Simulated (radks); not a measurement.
Results of a calculation; reference values are marked as such.
Coulomb parameter of the 4d shell of the cadmium ion Cd3+ in the model configuration [Kr] 4d8 5p1, as a second difference U = [E(n + 0.25) + E(n - 0.25) - 2 E(n)] / (0.25)^2 with all orbitals relaxed. "Bare": the charge of the atom changes with n. "Screened": the 5p shell takes up the change at fixed total charge, which measures U(4d,4d) + U(5p,5p) - 2 U(4d,5p). Code: a radial shooting solver on a logarithmic mesh with Libxc functionals. Model: scalar-relativistic Kohn-Sham, r2SCAN, spin-unpolarised, spherical densities, finite nucleus; meta-GGA in the generalised Kohn-Sham scheme; Fermi nuclear charge, rms radius 4.6087 fm.

| case | configuration | E - E(n) (eV) |
|---|---|---|
| start | [Kr] 4d8 5p1 | 0.000 |
| bare +0.25 | [Kr] 4d8.25 5p1 | -12.552 |
| bare -0.25 | [Kr] 4d7.75 5p1 | 13.569 |
| screened +0.25 | [Kr] 4d8.25 5p0.75 | -6.460 |
| screened -0.25 | [Kr] 4d7.75 5p1.25 | 6.680 |

U(bare) = 16.278 eV, U(screened by 5p) = 3.520 eV, against the Slater integral F0(4d,4d) = 21.217 eV with frozen orbitals.
